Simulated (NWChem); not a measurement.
A series in which one site is exchanged, each optimised at PBE0/def2-SVP with NWChem, gas phase unless a solvent is named. All stand in one matching conformer (torsions within 35°), which need not be the lowest. Some are not confirmed as minima by frequencies. def2 effective core potentials on In; no spin-orbit coupling.

A: C[S][AlH2] (CH$_{5}$AlS; site = Al)
B: S(C)B (CH$_{5}$BS; site = B)
C: C[S][GaH2] (CH5GaS; site = Ga)
D: C[S][InH2] (CH₅InS; site = In)

### Question
Rank them by static polarisability, B3LYP/def2-SVPD (bohr³), lowest first.

### Answer
B (51.2), A (66.2), C (67.9), D (77.6)
